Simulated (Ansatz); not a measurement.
## Ansatz (development build ahead of 0.2.0) run

```yaml
crystal:
  periodic: [false, false, false]
  atoms:
    - { symbol: Sc, position_ang: [0.0, 0.0, 0.0] }
    - { symbol: O, position_ang: [0.0, 0.0, 2.11] }
    - { symbol: H, position_ang: [0.0, 0.0, 3.07] }
basis:
  gaussian: { orbitals: pcseg-2 }
magnetization:
  spin_polarized: true
  initial_magnetization: 2
hamiltonian:
  xc: r2scan
```

The input is written out in the form of the current development build from the run's settings.

The run gave:

```yaml
Converged: yes
Total_energy: -836.47772 hartree
Spin_squared_of_the_determinant: 2.005
Stability_test: minimum
```

Caution: other spin multiplicities may lie lower.
